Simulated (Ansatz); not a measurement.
One change: `[SiH3]C([SiH3])[SiH3]` becomes `[SiH3]C([SiH3])BCl`.

Ansatz, PBE0-D4/def2-TZVP geometries, multiplicity 1. Each molecule was computed in one conformer, which needn't be the lowest.

```csv
property,`[SiH3]C([SiH3])[SiH3]`
HOMO–LUMO gap (ωB97M-V/def2-TZVPP) / eV,12.46
HOMO–LUMO gap (PBE0/def2-TZVPP) / eV,8.70
LUMO energy (PBE0/def2-TZVPP) / eV,-0.07
size of the dipole moment (PBE/def2-TZVPP) / D,0.74
size of the dipole moment (ωB97M-V/def2-TZVPP) / D,0.76
HOMO energy (B3LYP/def2-TZVPP) / eV,-8.57
```

Problem. What does the change do to each property? (Best estimate.)

Solution. Ansatz gave: 
| property | `[SiH3]C([SiH3])BCl` | shift |
| --- | --- | --- |
| HOMO–LUMO gap (ωB97M-V/def2-TZVPP) / eV | 11.16 | -1.30 |
| HOMO–LUMO gap (PBE0/def2-TZVPP) / eV | 6.97 | -1.73 |
| LUMO energy (PBE0/def2-TZVPP) / eV | -1.49 | -1.42 |
| size of the dipole moment (PBE/def2-TZVPP) / D | 1.06 | 0.32 |
| size of the dipole moment (ωB97M-V/def2-TZVPP) / D | 1.07 | 0.31 |
| HOMO energy (B3LYP/def2-TZVPP) / eV | -8.23 | 0.34 |

With PBE0 the HOMO rises by 0.31 eV and the LUMO falls by 1.42 eV, so the gap narrows by about 1.73 eV. PBE moves the HOMO by 0.43 eV and ωB97M-V by 0.23 eV. Dipoles are sizes alone; their direction can turn.

B3LYP here is the variant with VWN-RPA as its local correlation; programs differ in this.
